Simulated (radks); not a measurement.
Results of a calculation; reference values are marked as such.
Problem. The mean radii <r> (bohr) of the occupied orbitals of an atom or ion are listed with their occupations. Code: a radial shooting solver on a logarithmic mesh with Libxc functionals. Model: scalar-relativistic Kohn-Sham, PBE, spin-polarised, spherical densities, finite nucleus; Fermi nuclear charge, rms radius of each element as measured or else 0.836 A^(1/3) + 0.57 fm.

| orbital | occ. | <r> |
|---|---|---|
| 1s | 2 | 0.08994 |

Name the element and its charge. Open shells, if any, are filled with parallel spins first.

Solution. Z = 17, chlorine, charge +15: Cl15+ in [He]. The 1s radius gives Z: for a bare nucleus <r> = (2 gamma + 1)/(2Z) with gamma = sqrt(1 - (Z/c)^2), 0.08778 bohr for Z = 17, and screening makes it slightly larger (0.08994 here). The occupations add up to 2, and the charge is Z minus that.
